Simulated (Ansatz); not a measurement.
Basis-set extrapolation for C₃H₃BF₂O₂ (`F[B-]1(F)OC=CC=[O+]1`) (PBE0-D4/def2-TZVP geometry, frozen core, Ansatz 0.2.0). Multiplicity 1, RHF reference.

```json
{"": "HF", "def2-TZVPP": "-489.024340", "def2-QZVPP": "-489.045515"}
{"": "MP2 correlation", "def2-TZVPP": "-1.511475", "def2-QZVPP": "-1.633916"}
{"": "CCSD(T) correlation", "def2-TZVPP": "-1.588768", "def2-QZVPP": "not run"}
```

Energies in hartree. Use E(X) = E(∞) + A·exp(−7.88·√X) for Hartree–Fock and E(X) = E(∞) + B·X^(−2.97) for correlation, with X = 3 and 4, and add CCSD(T) minus MP2 of the smaller set to the MP2 limit.

Problem. What is the CCSD(T) energy at the basis-set limit?

Solution. HF limit: -489.045515 + (-0.021175) × 0.13774 = -489.04843. MP2 limit: -1.633916 + (-0.122441) × 0.74074 = -1.72461. Higher-order term: -1.588768 − (-1.511475) = -0.07729. Total: -490.85033 hartree, 622.8 kJ/mol below CCSD(T)/def2-TZVPP.
